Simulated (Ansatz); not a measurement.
Wavefunction ladder for C$_{2}$H$_{9}$AlSi$_{2}$, SMILES `C[C@@H]1[AlH][Si@H]1[SiH3]`

Cartesian coordinates in Å:
```
C 1.2294 1.7990 0.0851
C 0.7692 0.5026 -0.5463
Al 0.1913 -0.1272 -2.2957
Si -0.9813 -0.2763 -0.2857
Si -1.2827 -1.8794 1.3785
H 1.3145 1.7207 1.1742
H 0.5229 2.6062 -0.1236
H 2.2036 2.1161 -0.2997
H 1.4607 -0.3303 -0.3055
H 0.5897 -0.1794 -3.8269
H -2.0055 0.8097 -0.1889
H -0.1719 -2.8677 1.2919
H -1.2697 -1.2906 2.7476
H -2.5704 -2.6034 1.1951
```

The species carries charge 0 and has multiplicity 1. The geometry is a stationary point of PBE0-D4/def2-TZVP. Frozen core, restricted reference, Ansatz. CBS rows extrapolate triple and quadruple zeta; past MP2 they add the triple-zeta difference.

```json
{"basis": "def2-TZVPP", "HF (Eh)": "-900.74443", "MP2 corr.": "-0.67401"}
{"basis": "def2-QZVPP", "HF (Eh)": "-900.77233", "MP2 corr.": "-0.71903"}
```

(1) Estimate the CCSD correlation energy and the (T) correction in each basis where they were run (hartree).

Answers

(1) 
```json
{"basis": "def2-TZVPP", "CCSD corr.": "-0.74312", "(T)": "-0.03175"}
{"basis": "CBS(def2)", "CCSD corr.": "-0.82150", "(T)": "as TZ"}
```
